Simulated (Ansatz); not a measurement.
Start from `O[SiH]1NP1` and change one atom or group to get `N[SiH]1NP1`.

Ansatz, PBE0-D4/def2-TZVP geometries, multiplicity 1. Each molecule was computed in one conformer, which needn't be the lowest.

```csv
property,`O[SiH]1NP1`
HOMO energy (PBE0/def2-TZVPP) / eV,-6.65
LUMO energy (B3LYP/def2-TZVPP) / eV,-0.61
size of the dipole moment (B3LYP/def2-TZVPP) / D,0.91
zero-point energy (PBE0-D4/def2-TZVP) / kJ/mol,126.5
HOMO–LUMO gap (ωB97M-V/def2-TZVPP) / eV,10.25
HOMO energy (PBE/def2-TZVPP) / eV,-5.50
```

Problem. Give the same properties after the change, and the shifts. (Estimate.)

Solution. The calculation gave: 
```json
{"property": "HOMO energy (PBE0/def2-TZVPP) / eV", "`N[SiH]1NP1`": "-6.47", "shift": "0.18"}
{"property": "LUMO energy (B3LYP/def2-TZVPP) / eV", "`N[SiH]1NP1`": "-0.33", "shift": "0.28"}
{"property": "size of the dipole moment (B3LYP/def2-TZVPP) / D", "`N[SiH]1NP1`": "2.09", "shift": "1.18"}
{"property": "zero-point energy (PBE0-D4/def2-TZVP) / kJ/mol", "`N[SiH]1NP1`": "157.5", "shift": "31.0"}
{"property": "HOMO–LUMO gap (ωB97M-V/def2-TZVPP) / eV", "`N[SiH]1NP1`": "10.28", "shift": "0.03"}
{"property": "HOMO energy (PBE/def2-TZVPP) / eV", "`N[SiH]1NP1`": "-5.34", "shift": "0.16"}
```

With PBE0 the HOMO rises by 0.18 eV and the LUMO rises by 0.27 eV, so the gap widens by about 0.09 eV. PBE moves the HOMO by 0.16 eV and ωB97M-V by 0.22 eV. The zero-point energy changes by 31.0 kJ/mol with +3 modes. Dipoles are sizes alone; their direction can turn.

B3LYP here is the variant with VWN-RPA as its local correlation; programs differ in this.
